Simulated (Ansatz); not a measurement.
`S[SiH]1CC1` + H–F → `F[SiH]1CC1` + H₂S  (ligand exchange at the Si–S bond)

Computed with Ansatz on PBE0-D4/def2-TZVP structures; ΔE is electronic, products minus reactants. CBS: MP2 limit from def2 TZ/QZ plus the TZ coupled-cluster correction, frozen cores. This one scheme is used for every species. Functionals use def2-TZVPP. Each species was taken in one conformer, which may not be the lowest.

`S[SiH]1CC1`:

```xyz
10

S     0.670    0.459    2.343
Si    0.777   -0.031    0.282
C    -0.716   -0.641   -0.609
C    -0.388    0.856   -0.833
H     0.898   -0.791    2.780
H     2.117   -0.407   -0.214
H    -0.589   -1.294   -1.468
H    -1.618   -0.852   -0.046
H    -1.090    1.565   -0.406
H    -0.062    1.136   -1.829
```

H–F:

Cartesian coordinates in Å:
```
F 0.388 0.174 0.176
H -0.388 -0.174 -0.176
```

`F[SiH]1CC1`:

```xyz
9

F     2.107    0.539    0.875
Si    0.621    0.794    0.352
C    -0.634   -0.511    0.535
C    -0.082   -0.297   -0.925
H     0.314    2.231    0.448
H    -0.365   -1.459    0.991
H    -1.679   -0.261    0.694
H     0.508   -1.120   -1.316
H    -0.790    0.084   -1.654
```

H₂S:

Z-matrix (Å, degrees):
```
S
H 1 1.341
H 1 1.341 2 92.3
```

```
     species  revPBE-D4 energy (Eh)
`S[SiH]1CC1`             -767.41951
         H–F             -100.45779
`F[SiH]1CC1`             -468.56004
         H₂S             -399.33581
```

Question: Work out ΔE.

Answer: ΔE = (-468.56004) + (-399.33581) − (-767.41951) − (-100.45779) = -0.01855 Eh = -0.50 eV. CCSD(T)/CBS gives -0.65 eV.

Largest T1 diagnostic among the species: 0.011.

From BLYP to BHLYP (50 % exact exchange), in def2-TZVPP and without D4, ΔE moves by −0.05 eV. The D4 term adds +0.09 eV with B3LYP and +0.05 eV with PBE0; it sums over pairs of atoms, weighted by their polarisabilities, and B3LYP, whose exchange is more repulsive, gets the larger term. In def2-TZVPP, CCSD(T) changes the Hartree–Fock value by +0.27 eV (the triples alone add +0.05 eV) and MP2 by +0.34 eV.

B3LYP here is the variant with VWN-RPA as its local correlation; programs differ in this.
